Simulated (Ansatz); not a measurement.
Abridged output of a molecular run in Ansatz:

```
Functional definition: HF
1690 factors; integrals over basis functions are off by at most 9.9e-4 eV
mean field evaluation 1: about -20110.3631 eV, gradient 3.8e1 eV
mean field evaluation 2: about -20110.6518 eV, gradient 3.8e1 eV
mean field evaluation 4: about -20114.1196 eV, gradient 4.6e0 eV
mean field evaluation 8: about -20114.1928 eV, gradient 3.0e-1 eV
mean field evaluation 16: about -20114.1934 eV, gradient 1.4e-6 eV
mean field -20114.19342613 eV, -739.1829745202 hartree, gradient 1.4e-6 eV, S^2 0.000000; 0 other end points of the search recorded, 0 dependent functions left out
12 core orbitals not correlated: weight in the atoms' cores, before any rotation towards them, 1.000 or more for the frozen orbitals, at most 0.000 for the correlated occupied ones
reference -20114.19342613 eV, -739.1829745202 hartree; 20, 20 occupied and 223, 223 virtual orbitals, 1690 factors
second order -32.36006359 eV of doubles, -0.00000000 eV of singles
cycle   1  -31.36819011 eV  change    9.9e-1 eV  update   1.2e-1
cycle   2  -32.18257676 eV  change   -8.1e-1 eV  update   3.6e-2
cycle   3  -32.33624358 eV  change   -1.5e-1 eV  update   1.7e-2
cycle   4  -32.31053010 eV  change    2.6e-2 eV  update   4.3e-3
cycle   5  -32.30820602 eV  change    2.3e-3 eV  update   2.3e-3
cycle   6  -32.31061441 eV  change   -2.4e-3 eV  update   7.9e-4
cycle   7  -32.31030033 eV  change    3.1e-4 eV  update   3.9e-4
cycle   8  -32.31006296 eV  change    2.4e-4 eV  update   1.4e-4
cycle   9  -32.31014915 eV  change   -8.6e-5 eV  update   5.8e-5
cycle  10  -32.31015410 eV  change   -5.0e-6 eV  update   2.1e-5
perturbative correction -1.13473478 eV, -0.0417007341 hartree
Total energy: -20147.63831501 eV, -740.4120515168 hartree
```

Its atoms:

Z-matrix (Å, degrees):
```
C
C 1 1.540
Si 1 2.262 2 55.2
I 1 2.185 2 112.7 3 116.2
O 1 1.405 2 103.1 3 -3.6
H 1 1.089 2 116.2 3 -125.5
H 2 1.091 1 112.2 3 115.5
H 2 1.086 1 115.3 3 -118.1
H 3 1.483 1 123.5 2 97.6
H 3 1.484 1 126.3 2 -94.6
```

Task: Which basis set was used?
A. cc-pV(D+d)Z
B. def2-TZVPP
C. def2-QZVPP
D. def2-SVP

Result: B. It gives 255 functions.

Task: Write the keys of the input that set method, charge and spin (a neutral closed shell needs none for the last two).

Result: 
```yaml
correlation: {method: ccsd_t}
```
